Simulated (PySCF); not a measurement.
A GIAO shielding run with PySCF (density fitting, non-relativistic, gas phase) on `C(/C)=C(/Cl)O[SiH3]`, C$_{3}$H$_{7}$ClOSi:

```
$ OMP_NUM_THREADS=1 python probes_run.py task.json out

{"job": {"kind": "nmr", "xc": "PBE", "basis": "pcSseg-1", "pop": false}, "charge": 0, "multiplicity": 1}
C      3.196410     0.546684     0.191122
C      1.883035    -0.082320     0.497933
C      0.673174     0.385328     0.178004
Cl     0.458409     1.894916    -0.694463
O     -0.466187    -0.238845     0.483706
Si    -2.062129     0.254660     0.228440
H      3.764735     0.749374     1.114065
H      3.821635    -0.119669    -0.426229
H      3.074778     1.495381    -0.348790
H      1.865297    -1.031173     1.042886
H     -2.357101     0.387995    -1.225153
H     -2.857017    -0.853200     0.818844
H     -2.345820     1.533098     0.938709
```

Hardware: 1 thread of an Arm Neoverse V2, shared host.

(1) How large is the calculation?

(2) How long does it take, and how much memory does it need?

(3) And these other runs on the same molecule and hardware: GIAO shielding at B3LYP/pcSseg-1; GIAO shielding at B97-D/pcSseg-1; GIAO shielding at BLYP/pcSseg-1; GIAO shielding at BP86/pcSseg-1; GIAO shielding at HF/pcSseg-1; GIAO shielding at KT2/pcSseg-1?

Results:

(1) 64 electrons, 151 basis functions and 830 auxiliary functions.

(2) 18 s of wall time, with 16 SCF cycles; peak memory 0.8 GiB. Times on a shared host scatter by some tens of per cent.

(3) B3LYP/pcSseg-1: 151 functions, 13 s; B97-D/pcSseg-1: 151 functions, 18 s; BLYP/pcSseg-1: 151 functions, 17 s; BP86/pcSseg-1: 151 functions, 17 s; HF/pcSseg-1: 151 functions, 6.6 s; KT2/pcSseg-1: 151 functions, 18 s.
